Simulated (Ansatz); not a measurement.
One change: `[F][SnH]([F])[O]C(F)(F)F` becomes `O=COC(F)(F)F`.

Ansatz, PBE0-D4/def2-TZVP geometries, multiplicity 1. Each molecule was computed in one conformer, which needn't be the lowest.

Elements past krypton have def2 core potentials.

```tsv
property	`[F][SnH]([F])[O]C(F)(F)F`
HOMO–LUMO gap (ωB97M-V/def2-TZVPP) / eV	12.91
LUMO energy (ωB97M-V/def2-TZVPP) / eV	-0.16
size of the dipole moment (ωB97M-V/def2-TZVPP) / D	3.86
size of the dipole moment (B3LYP/def2-TZVPP) / D	3.85
LUMO energy (B3LYP/def2-TZVPP) / eV	-2.65
HOMO energy (PBE0/def2-TZVPP) / eV	-10.58
```

(1) Give the same properties after the change, and the shifts. (Best estimate.)

Results:

(1) The calculation gave: 
```tsv
property	`O=COC(F)(F)F`	shift
HOMO–LUMO gap (ωB97M-V/def2-TZVPP) / eV	13.11	0.20
LUMO energy (ωB97M-V/def2-TZVPP) / eV	1.37	1.53
size of the dipole moment (ωB97M-V/def2-TZVPP) / D	2.06	-1.80
size of the dipole moment (B3LYP/def2-TZVPP) / D	2.04	-1.81
LUMO energy (B3LYP/def2-TZVPP) / eV	-1.32	1.33
HOMO energy (PBE0/def2-TZVPP) / eV	-9.29	1.29
```

Dipoles are sizes alone; their direction can turn.

B3LYP here is the variant with VWN-RPA as its local correlation; programs differ in this.
